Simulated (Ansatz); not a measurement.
Calculated with Ansatz (gas phase, PBE0-D4/def2-TZVP geometries, no zero-point term in ΔE). CBS: MP2 limit from def2 TZ/QZ plus the TZ coupled-cluster correction, frozen cores. This one scheme is used for every species. DFT in def2-TZVPP. B3LYP here is the variant with VWN-RPA as its local correlation; programs differ in this. For Ge outer-core shells are correlated without core-valence functions, which leaves a few kJ/mol of doubt a bond. Scalar relativity is left out up to krypton. Each species was taken in one conformer, which may not be the lowest.

Consider the redistribution: `N[SiH](O)[SiH2]F` + `[NH2][GeH2][SiH2]O` → `[NH2][GeH2][SiH](N)O` + `O[SiH2][SiH2]F`.

```json
{"level": "ωB97X-V", "ΔE (eV)": "0.05"}
{"level": "PBE0", "ΔE (eV)": "0.08"}
{"level": "B3LYP", "ΔE (eV)": "0.05"}
{"level": "MP2/def2-QZVPP", "ΔE (eV)": "0.04"}
```

Task: What does CCSD(T)/CBS give? (An estimate is asked.)

Result: Computed: +0.05 eV. The listed levels differ from it by 0.00, 0.03, 0.00, -0.01 eV.

Largest T1 diagnostic among the species: 0.012.

From PBE to PBE0 (25 % exact exchange), in def2-TZVPP and without D4, ΔE moves by −0.05 eV. In def2-TZVPP, CCSD(T) changes the Hartree–Fock value by +0.16 eV (the triples alone add +0.03 eV) and MP2 by +0.16 eV.
